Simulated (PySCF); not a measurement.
FHOS2W, multiplicity 1. Atoms are numbered in the order given.

```xyz
6

W     -0.0135     0.1786     0.0000
S      0.0149    -1.0915     1.7211
S      0.0149    -1.0915    -1.7211
F     -1.5784     1.2004     0.0000
O      1.5303     1.2254     0.0000
H      2.4884     1.1056     0.0000
```
Charge 0, spin multiplicity 1.

Geometry optimised at B3LYP-D3(BJ)/def2-SVP. The geometry has at least one imaginary mode, so it is a saddle point at that level. The multiplicity is an assumed one; other spin states were not compared. The def2 effective core potentials stand for the cores of W; spin–orbit coupling is left out. One conformer was computed; it need not be the lowest.

The numbers are results of PySCF with HF/def2-TZVP, not measurements.

ESP charges are fitted to the potential on shells at 1.4 to 2.0 van der Waals radii. Atomic charges (e):

```
atom  Löwdin  ESP fit
----  ------  -------
W1      0.40      [?]
S2      0.04      [?]
S3      0.04      [?]
F4     -0.31    -0.17
O5     -0.36      [?]
H6      0.20     0.38
```

**Question.** Fill in the missing entries. (The exact figures need the calculation; the answer reports its results.)

**Answer.** 
- W1, ESP fit: 0.59
- S2, ESP fit: -0.19
- S3, ESP fit: -0.19
- O5, ESP fit: -0.41
